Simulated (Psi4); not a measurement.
H2Ge, triplet, geometry from GFN2-xTB (the spin is typed, not shown lowest); REVPBE/aug-cc-pVDZ (Psi4).

Here is a job for Psi4.
```
memory 2 GB

molecule mol {
0 3
Ge    0.001564    0.000384    0.052891
H    -0.068090   -1.286933   -0.835674
H     0.018035    1.274644   -0.856821
}

set {
  basis aug-cc-pvdz
  reference uks
  scf_type pk
  puream true
  d_convergence 1e-8
  dft_radial_points 99
  dft_spherical_points 590
}

energy('revpbe')
print_variables()
```

Output, abridged:

```
   => Loading Basis Set <=

    Name: AUG-CC-PVDZ
    Role: ORBITAL
    Keyword: BASIS

         ---------------------------------------------------------
                                   SCF
               by Justin Turney, Rob Parrish, Andy Simmonett
                          and Daniel G. A. Smith
                              UKS Reference
         ---------------------------------------------------------

  ==> Geometry <==

    Molecular point group: cs
    Full point group: Cs

    Geometry (in Angstrom), charge = 0, multiplicity = 3:

       Center              X                  Y                   Z               Mass
    ------------   -----------------  -----------------  -----------------  -----------------
         GE          -0.000197080580    -0.023876780545     0.000000000000    73.921177761000
         H            1.288739836489     0.865069855225     0.000000000000     1.007825032230
         H           -1.274284521244     0.886225937793     0.000000000000     1.007825032230

  Running in cs symmetry.

  Rotational constants: A =     10.61718  B =      5.09221  C =      3.44157 [cm^-1]
  Rotational constants: A = 318295.04983  B = 152660.61146  C = 103175.56604 [MHz]
  Nuclear repulsion =   21.836513583127015

  Charge       = 0
  Multiplicity = 3
  Electrons    = 34
  Nalpha       = 18
  Nbeta        = 16

  ==> Algorithm <==

  SCF Algorithm Type is PK.
  DIIS enabled.
  MOM disabled.
  Fractional occupation disabled.
  Guess Type is SAD.
  Energy threshold   = 1.00e-06
  Density threshold  = 1.00e-08
  Integral threshold = 1.00e-12

  ==> Primary Basis <==

  Basis Set: AUG-CC-PVDZ
    Blend: AUG-CC-PVDZ
    Number of shells: 24
    Number of basis functions: 54
    Number of Cartesian functions: 57
    Spherical Harmonics?: true
    Max angular momentum: 2

  ==> DFT Potential <==

   => LibXC <=

    Version 7.1.2
    S. Lehtola, C. Steigemann, M. J. T. Oliveira, and M. A. L. Marques,  SoftwareX 7, 1–5 (2018) (10.1016/j.softx.2017.11.002)

   => Composite Functional: REVPBE <=

    revPBE GGA Exchange-Correlation Functional

    Y. Zhang and W. Yang, Phys. Rev. Lett. 80, 890, 1998

    Deriv               =              1
    GGA                 =           TRUE
    Meta                =          FALSE

    Exchange Hybrid     =          FALSE
    MP2 Hybrid          =          FALSE

   => Exchange Functionals <=

    1.0000   XC_GGA_X_PBE_R

   => Correlation Functionals <=

    1.0000     XC_GGA_C_PBE

[...]
      Ntotal   =   34.0000004358 ; deviation = 4.358e-07

   @Spin Contamination Metric:   2.025442730E-03
   @S^2 Expected:                2.000000000E+00
   @S^2 Observed:                2.002025443E+00
   @S   Expected:                1.000000000E+00
   @S   Observed:                1.000000000E+00

    Orbital Energies [Eh]
    ---------------------

    Alpha Occupied:

[...]
    Alpha Virtual:

[...]
    Beta Occupied:

[...]
      12Ap    -0.303372

    Beta Virtual:

[...]
    Final Occupation by Irrep:
             Ap   App
    DOCC [    12,    4 ]
    SOCC [     1,    1 ]
    NA   [    13,    5 ]
    NB   [    12,    4 ]

  @UKS Final Energy: -2077.91698262737282

   => Energetics <=

    Nuclear Repulsion Energy =             21.8365135831270152
    One-Electron Energy =               -2937.5258719780672436
    Two-Electron Energy =                 917.2651084889337199
    DFT Exchange-Correlation Energy =     -79.4927327213660817
    Empirical Dispersion Energy =           0.0000000000000000
    VV10 Nonlocal Energy =                  0.0000000000000000
    Total Energy =                      -2077.9169826273728177

  UHF NO Occupations:
  HONO-2 :   12 Ap 1.9993907
  HONO-1 :    5App 1.0000000
  HONO-0 :   13 Ap 1.0000000
  LUNO+0 :   14 Ap 0.0006093
  LUNO+1 :   15 Ap 0.0002800
  LUNO+2 :   16 Ap 0.0000440
  LUNO+3 :    6App 0.0000422

Computation Completed

Properties will be evaluated at   0.000000,   0.000000,   0.000000 [a0]

Properties computed using the SCF density matrix

 Multipole Moments:

 ------------------------------------------------------------------------------------
     Multipole            Electronic (a.u.)      Nuclear  (a.u.)        Total (a.u.)
 ------------------------------------------------------------------------------------

 L = 1.  Multiply by 2.5417464519 to convert [e a0] to [Debye]
 Dipole X            :         -0.0160237            0.0153989           -0.0006248
 Dipole Y            :         -1.9413142            1.8656110           -0.0757032
 Dipole Z            :          0.0000000            0.0000000            0.0000000
 Magnitude           :                                                    0.0757058

 ------------------------------------------------------------------------------------

  Variable Map:
  ----------------------------------------------------------------------------
[...]
  Array Variable Map:
  ----------------------------------------------------------------------------
[...]
[...]
```
